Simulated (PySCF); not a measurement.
## Correlation energy of Bi (bismuth, neutral)

[Xe] 4f14 5d10 6s1 6p3 7s1, high-spin 6S determinant (an excited configuration). Calculation: PySCF 2.14, in aug-cc-pV5Z-PP with ECP60MDF (8s8p6d4f3g2h, 139 functions); a scalar-relativistic core potential. Frozen: 5s2 5p6 5d10; 5 electrons correlated.

MP2 pair energies summed by pair of shells (mhartree):

```csv
pair,energy,share (%)
6p-6p,-11.75,51.1
6p-7s,-7.54,32.8
6s-6p,-3.46,15.0
6s-7s,-0.24,1.1
```

Total MP2 correlation energy: -22.99 mhartree.

Same-spin part -22.99 and opposite-spin part 0.00 mhartree; SCS-MP2 scales them by 1/3 and 6/5 to -7.66 mhartree.

Spin-orbit coupling is strong in this species, so the high-spin LS determinant is a model state.
